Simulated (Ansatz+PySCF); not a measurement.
The numbers below are computed, except where a source is named.
Several solutions for quintet CrO

```xyz
2

Cr    0.0000    0.0000    0.0000
O     0.0000    0.0000    1.6150
```

Basis set: def2-SVP (spherical functions). Charge 0, multiplicity 5.

PBE0 (unrestricted) was run from several starts with Ansatz (development build ahead of 0.2.0) and PySCF 2.14.0.

```json
{"run": "A", "program": "PySCF", "start": "guess minao, instabilities followed", "converged": "yes", "energy (hartree)": "-1119.14762", "<S²>": "6.25"}
{"run": "B", "program": "Ansatz", "start": "stability test followed", "converged": "yes", "energy (hartree)": "-1119.14762", "<S²>": "6.25"}
{"run": "C", "program": "PySCF", "start": "guess huckel, instabilities followed", "converged": "yes", "energy (hartree)": "-1119.14762", "<S²>": "6.25"}
{"run": "D", "program": "PySCF", "start": "program defaults", "converged": "yes", "energy (hartree)": "-1119.11450", "<S²>": "6.07"}
{"run": "E", "program": "Ansatz", "start": "atomic start, no search", "converged": "yes", "energy (hartree)": "-1119.14762", "<S²>": "6.25"}
{"run": "F", "program": "PySCF", "start": "guess atom, instabilities followed", "converged": "yes", "energy (hartree)": "-1119.14762", "<S²>": "6.25"}
{"run": "G", "program": "Ansatz", "start": "search for the lowest state", "converged": "yes", "energy (hartree)": "-1119.14762", "<S²>": "6.25"}
```

Task: Which runs reached the lowest solution of this kind, and what is wrong with the others?

Result: A, B, C, E, F, G reached the lowest solution found. Converged but too high: D by 0.90 eV. Convergence only shows a stationary point, and even a stable one can lie too high; stability tests and further starts are what find lower ones. Caution: another spin multiplicity may lie lower. Caution: the unrestricted determinant is spin contaminated.
